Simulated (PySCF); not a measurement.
Level of theory: M06-2X/def2-TZVP // B3LYP-D3(BJ)/def2-SVP in PySCF. Isolated molecules, 0 K electronic values unless said otherwise. Excitations are Tamm–Dancoff values on a coarser integration grid. The basis has no diffuse functions, so Rydberg states are missing or too high.

Reference species (SMILES): `Cc1cc2c([SiH3])cccc2s1` (neutral, multiplicity 1).

| Quantity | Result |
|---|---|
| dipole moment | 0.82 D |
| brightest of the four lowest singlets (TDA) | 5.85 eV |

Changed species: `s1c2c(cc1)c(C)c([SiH3])cc2`.

Question: What does the change do to the dipole moment and brightest of the four lowest singlets (TDA)?

Answer: the dipole moment rises by 0.26 D, to 1.08 D; the brightest of the four lowest singlets (TDA) increases by 0.11 eV, to 5.96 eV.
